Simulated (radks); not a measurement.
Task: The cobalt ion Co4+, [Ar] 3d5. Calculated with a radial shooting solver on a logarithmic mesh with Libxc functionals: non-relativistic Kohn-Sham, r2SCAN, spin-polarised, spherical densities, point nucleus; meta-GGA in the generalised Kohn-Sham scheme. Every spin shell is full or empty, so the densities are truly spherical. Functionals are evaluated on that one density, not self-consistently. Rank these exchange functionals by their error against the exact value of the orbitals, and give that value: LDA, B88, PBEsol, RPBE, PW86, OPTX, AM05, SOGGA, B86b, TPSS, r2SCAN, Tao-Mo, TASK.

Result: Exact: -56.6583 hartree. From best to worst, with 100 (|E| - |E exact|)/|E exact| (equal figures are ties): TPSS +0.01, B88 -0.01, B86b +0.01, r2SCAN -0.02, RPBE -0.14, PW86 +0.16, Tao-Mo -0.51, OPTX +0.53, TASK -2.65, PBEsol -2.95, SOGGA -2.98, AM05 -5.85, LDA -6.52.
